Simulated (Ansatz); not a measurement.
Mulliken charges of CH₄F₃GaO (`C[OH+][Ga-]([F])([F])[F]`) from r2SCAN/def2-TZVPP in Ansatz (PBE0-D4/def2-TZVP geometry).

```csv
atom,x (Å),y (Å),z (Å),charge (e)
C1,0.556,-0.886,0.995,-0.033
O2,0.568,-0.346,-0.340,-0.192
Ga3,-0.654,1.173,-0.850,0.875
F4,-1.004,0.468,-2.419,-0.398
F5,0.343,2.599,-0.765,-0.377
F6,-1.859,0.981,0.408,-0.396
H7,1.322,-1.657,1.071,0.089
H8,-0.430,-1.280,1.239,0.115
H9,0.796,-0.063,1.663,0.092
H10,0.445,-1.040,-0.999,0.225
```

Question: By hand: the dipole of these point charges (1 e Å = 4.8032 D).

Answer: Σ q r = (0.548, -0.967, 0.544) e Å, of length 1.237 e Å = 5.94 D.

Question: How does the dipole of the full density compare? (An estimate is asked.)

Answer: Computed: (0.502, -0.977, 0.426) e Å, 5.66 D; the point charges give 1.05 times that, at 5° from its direction.

Point charges leave out the atoms' own dipoles, such as those of lone pairs, and Mulliken's split depends on the basis, so the close match here is no proof of good charges.
